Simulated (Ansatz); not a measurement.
Basis-set extrapolation for `OB(S)[SiH2]Cl` (PBE0-D4/def2-TZVP geometry, frozen core, the Gaussian-basis code of Ansatz). Multiplicity 1, RHF reference.

```tsv
	def2-TZVPP	def2-QZVPP
HF	-1248.045480	-1248.082875
MP2 correlation	-0.823304	-0.894343
CCSD(T) correlation	-0.916399	not run
```

Energies in hartree. Use E(X) = E(∞) + A·exp(−7.88·√X) for Hartree–Fock and E(X) = E(∞) + B·X^(−2.97) for correlation, with X = 3 and 4, and add CCSD(T) minus MP2 of the smaller set to the MP2 limit.

**Question.** What is the CCSD(T) energy at the basis-set limit?

**Answer.** HF limit: -1248.082875 + (-0.037395) × 0.13774 = -1248.08803. MP2 limit: -0.894343 + (-0.071039) × 0.74074 = -0.94696. Higher-order term: -0.916399 − (-0.823304) = -0.09309. Total: -1249.12808 hartree, 4.52 eV below CCSD(T)/def2-TZVPP.
